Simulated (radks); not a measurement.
Neutral gallium inside a hard spherical wall (all orbitals vanish at R), configuration held at [Ar] 3d10 4s2 4p1 and not refilled when levels cross. All-electron calculation, non-relativistic Kohn-Sham, r2SCAN, spin-polarised, spherical densities, point nucleus; open shells are filled with parallel spins first; meta-GGA in the generalised Kohn-Sham scheme. Program: a radial shooting solver on a logarithmic mesh with Libxc functionals. Eigenvalues in eV for spin up, with the zero of energy where the potential of the charges vanishes at infinity; a dash marks a level that is unbound or too diffuse for the functional's potential to be trusted. A positive occupied level is held by the wall or, in an anion where self-interaction has pushed it up, behind a barrier. The pressure on the wall is -dE/dV.

R (bohr)	E (hartree)	kinetic (hartree)	e(3p)	e(3d)	e(4s)	e(4p)	e(5s, empty)	e(5p, empty)	pressure (GPa)
free	-1924.83093	1923.537	-100.64	-20.278	-9.376	-2.998	-	-	0
20	-1924.83093	1923.537	-100.64	-20.278	-9.376	-2.998	-0.030	0.536	< 0.0001
10	-1924.83035	1923.541	-100.58	-20.216	-9.332	-2.946	1.233	3.277	0.0129
8	-1924.82700	1923.563	-100.37	-20.007	-9.194	-2.746	3.050	6.338	0.142
7	-1924.82022	1923.602	-100.07	-19.714	-8.998	-2.438	5.046	9.273	0.524
6	-1924.80004	1923.705	-99.438	-19.094	-8.555	-1.726	8.815	14.270	2.19
3.5	-1924.19426	1925.961	-92.334	-12.242	-0.808	9.285	51.869	63.379	169
2	-1917.12601	1948.155	-62.754	18.075	61.700	81.950	265.45	282.94	9540
